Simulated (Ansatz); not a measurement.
All values below come from frozen-core CCSD(T)/cc-pVTZ // PBE0-D3(BJ)/def2-TZVP (Ansatz, a quantum-chemistry and plane-wave program).

Ansatz 0.2 input:
```yaml
crystal:
  periodic: [false, false, false]
  atoms:
    - { symbol: C, position_ang: [1.363654, 0.219095, -0.045258] }
    - { symbol: B, position_ang: [-0.07709, 0.155651, 0.543107] }
    - { symbol: C, position_ang: [-1.317997, -0.312111, -0.273788] }
    - { symbol: H, position_ang: [1.506429, -0.332195, -0.977655] }
    - { symbol: H, position_ang: [2.143627, -0.052214, 0.670704] }
    - { symbol: H, position_ang: [1.541209, 1.282431, -0.273996] }
    - { symbol: H, position_ang: [-0.240882, 0.486663, 1.689328] }
    - { symbol: H, position_ang: [-1.518323, -1.343471, 0.058977] }
    - { symbol: H, position_ang: [-1.171623, -0.351268, -1.355756] }
    - { symbol: H, position_ang: [-2.230514, 0.243228, -0.041716] }
basis:
  gaussian: { orbitals: cc-pVTZ }
correlation:
  method: ccsd_t
```

Output:

```
Functional definition: HF
1040 factors; integrals over basis functions are off by at most 1.2e-3 eV
mean field evaluation 1: about -2841.5701 eV, gradient 3.3e1 eV
mean field evaluation 2: about -2841.5686 eV, gradient 3.3e1 eV
mean field evaluation 4: about -2844.4254 eV, gradient 2.7e0 eV
mean field evaluation 8: about -2844.4601 eV, gradient 6.8e-2 eV
mean field evaluation 16: about -2844.4630 eV, gradient 3.4e-1 eV
mean field -2844.46008662 eV, -104.5319801390 hartree, gradient 4.7e-6 eV, S^2 0.000000; 0 other end points of the search recorded, 0 dependent functions left out
3 core orbitals not correlated
reference -2844.46008662 eV, -104.5319801390 hartree; 9, 9 occupied and 176, 176 virtual orbitals, 1040 factors
second order -12.62536643 eV of doubles, -0.00000000 eV of singles
cycle   1  -13.39880801 eV  change   -7.7e-1 eV  update   6.8e-2
cycle   2  -13.72363003 eV  change   -3.2e-1 eV  update   1.9e-2
cycle   3  -13.76183020 eV  change   -3.8e-2 eV  update   6.9e-3
cycle   4  -13.75935964 eV  change    2.5e-3 eV  update   1.7e-3
cycle   5  -13.75912033 eV  change    2.4e-4 eV  update   6.0e-4
cycle   6  -13.75900798 eV  change    1.1e-4 eV  update   1.8e-4
cycle   7  -13.75897617 eV  change    3.2e-5 eV  update   4.8e-5
cycle   8  -13.75897671 eV  change   -5.4e-7 eV  update   1.5e-5
perturbative correction -0.48337391 eV, -0.0177636635 hartree
Total energy: -2858.70243724 eV, -105.0553768704 hartree
```

Cost: roughly 50 core-seconds.
